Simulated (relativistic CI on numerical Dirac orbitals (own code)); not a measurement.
# Hf57+: what numerical and physical settings do to a radial Dirac CI calculation

Reference input:

```
atom Hf  Z=72  charge=57  electrons=15
nucleus A=180  rms_radius_fm=5.3470
hamiltonian dirac-coulomb  breit=on  qed=on  c_scale=1
orbitals kli  potential=per-configuration
slater_scale 1
correlation none
mixing on
grid step=0.0125 r_max=2.3
scf mixing=0.4 start=green max_iterations=150 tolerance=2e-08 node_fill=0.05
configurations
  [Ne] 3s2 3p3
  [Ne] 3s2 3p2 3d
  [Ne] 3s 3p4
  [Ne] 3s2 3p 3d2
  [Ne] 3p5
end
```

Computed lowest total energy -11551.67230 Ha, first excitation 1798132.8 cm⁻¹, 41 SCF steps. Runs with settings changed; * marks those that are bad on purpose:

```tsv
Changed	Outcome	Lowest level	ΔE (Ha)	First excitation (cm⁻¹)	SCF steps	Message
node fill of the KLI weights 0.01	converged	3s²3p³ ²P°3/2	0.00569	1798133.0	41	
grid step 0.008	converged	3s²3p³ ²P°3/2	-8.31e-05	1798132.8	42	
QED terms off, grid step 0.02, nuclear radius 5.8817 fm	converged	3s²3p³ ²P°3/2	-10.1	1804293.3	41	
grid step 0.02, QED terms off	converged	3s²3p³ ²P°3/2	-10.5	1804291.5	41	
Slater scale 2 *	converged	3s²3p³ ²P°3/2	-0.271	1766778.2	41	
configuration list: repeat *	refused				0	a configuration is listed twice
```
